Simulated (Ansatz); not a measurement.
Input:

```yaml
crystal:
  periodic: [false, false, false]
  atoms:
    - { symbol: Zn, position_ang: [-0.588166, 0.383761, 0.012306] }
    - { symbol: C, position_ang: [0.020443, 0.113352, 2.10222] }
    - { symbol: H, position_ang: [-0.60406, -0.318977, 2.885314] }
    - { symbol: H, position_ang: [0.778694, -0.636279, 1.864618] }
    - { symbol: H, position_ang: [0.533497, 0.983004, 2.514099] }
    - { symbol: C, position_ang: [0.066497, -0.010745, -1.765135] }
    - { symbol: H, position_ang: [-0.095737, -1.063906, -1.996011] }
    - { symbol: H, position_ang: [-0.434012, 0.583019, -2.527412] }
    - { symbol: H, position_ang: [1.137661, 0.179811, -1.828405] }
    - { symbol: H, position_ang: [-1.990843, 1.147624, 0.821361] }
    - { symbol: H, position_ang: [-1.218972, 0.743738, 1.480046] }
basis:
  gaussian: { orbitals: def2-mTZVP }
hamiltonian:
  xc: cam_b3lyp
  dispersion: d4
phonons: {}
```

Run as:

```bash
$ ansatz run input.yaml --threads 4 --pin off --max-ram 5120MiB --backend cpu --events-out ev --progress --plain --runs-dir out
```

Hardware: 4 threads of Arm Neoverse V1, on a shared host.

Task: Roughly how long does this run take, and how much memory?

Result: 89 s, with a peak of 0.24 GiB, for 0 ionic steps.
